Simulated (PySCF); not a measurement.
Mean harmonic wavenumber (cm⁻¹) of eight silicon and germanium compounds: PBE-D3(BJ) beside PBE0-D3(BJ), computed with PySCF for isolated molecules in the bases named; differences from unrounded values. The eight are the first of their class met in an unordered collection, after screening for sound electronic states; none was chosen by its value. Each level has its own optimised geometry.

| molecule | basis | PBE0-D3(BJ) | PBE-D3(BJ) | difference |
|---|---|---|---|---|
| C4H5NSi, SMILES C#C[SiH](N)C#C | def2-SVP | 1200 | ? | ? |
| C3H8O2Si, SMILES O[SiH2]CC(C)=O | def2-SVP | 1305 | 1260 | -45 |
| C4H7FSi, SMILES C[Si@@H](C=C=C)F | def2-SVP | 1266 | ? | ? |
| CH7FO2Si2, SMILES O[Si](O)(F)C[SiH3] | def2-SVP | 1122 | ? | ? |
| CH4ClFOSi, SMILES OC[Si@@H](F)Cl | def2-SVP | 1170 | 1126 | -43 |
| C3H11NSi2, SMILES C=C([SiH3])C[SiH2]N | def2-SVP | 1253 | 1213 | -40 |
| C₂H₇FO₂Si, SMILES C[C@@H](O)[Si@@H](O)F | def2-SVP | 1287 | 1242 | -46 |
| FH6NOSi2, SMILES O[Si@H](F)N[SiH3] | def2-SVP | 1109 | 1071 | -39 |

Some entries are withheld; supply them. (Estimate from the structure and the level; the computed values follow.)


- CH7FO2Si2, SMILES O[Si](O)(F)C[SiH3], PBE-D3(BJ): 1085
- CH7FO2Si2, SMILES O[Si](O)(F)C[SiH3], difference: -37
- C4H5NSi, SMILES C#C[SiH](N)C#C, PBE-D3(BJ): 1159
- C4H5NSi, SMILES C#C[SiH](N)C#C, difference: -41
- C4H7FSi, SMILES C[Si@@H](C=C=C)F, PBE-D3(BJ): 1224
- C4H7FSi, SMILES C[Si@@H](C=C=C)F, difference: -41

PBE-D3(BJ) lies below PBE0-D3(BJ) in 8 and above it in 0 of the eight; the mean signed difference is -42 and the largest -46 cm⁻¹.
